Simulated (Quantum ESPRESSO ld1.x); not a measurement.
Question: All-electron atom: the niobium ion Nb+ in [Kr] 4d2 5s1 5p1 (not the ground configuration). All-electron calculation, scalar-relativistic Kohn-Sham, LDA (Slater exchange, Perdew-Zunger correlation), spin-polarised, spherical densities, point nucleus; open shells are filled with parallel spins first. Program: ld1.x of Quantum ESPRESSO 7.5. Some entries of the table are withheld. Estimate them.

| orbital | occ. | eigenvalue (eV) | r(max) (bohr) | <1/r> (bohr^-1) |
|---|---|---|---|---|
| 1s up | 1 | -18795.9 | 0.02352 | 42.35 |
| 1s down | 1 | -18795.9 | 0.02352 | 42.35 |
| 2s up | 1 | -2642.31 | 0.1334 | 9.514 |
| 2s down | 1 | -2642.07 | 0.1334 | 9.514 |
| 2p up | 3 | -2362.69 | 0.1065 | 9.267 |
| 2p down | 3 | -2362.50 | 0.1065 | 9.268 |
| 3s up | 1 | -452.239 | 0.3960 | 3.247 |
| 3s down | 1 | -452.041 | 0.3961 | 3.247 |
| 3p up | 3 | -360.873 | 0.3895 | 3.089 |
| 3p down | 3 | -360.658 | 0.3895 | 3.089 |
| 3d up | 5 | -211.055 | 0.3337 | 2.854 |
| 3d down | 5 | -210.781 | 0.3338 | 2.855 |
| 4s up | 1 | -72.7877 | 1.028 | 1.184 |
| 4s down | 1 | -71.5134 | 1.025 | 1.189 |
| 4p up | 3 | -48.6630 | 1.116 | 1.047 |
| 4p down | 3 | -47.2457 | 1.113 | 1.054 |
| 4d up | 2 | -15.5565 | 1.429 | 0.7252 |
| 4d down | 0 | -13.7036 | 1.412 | 0.7388 |
| 5s up | 1 | -13.1789 | (1) | 0.4211 |
| 5s down | 0 | -10.9508 | (2) | 0.4127 |
| 5p up | 1 | -8.5372 | (3) | (4) |
| 5p down | 0 | -6.6227 | (5) | (6) |

Answer: 
(1) 5s up r(max) (bohr): 2.724
(2) 5s down r(max) (bohr): 2.725
(3) 5p up r(max) (bohr): 3.276
(4) 5p up <1/r> (bohr^-1): 0.3449
(5) 5p down r(max) (bohr): 3.394
(6) 5p down <1/r> (bohr^-1): 0.3205
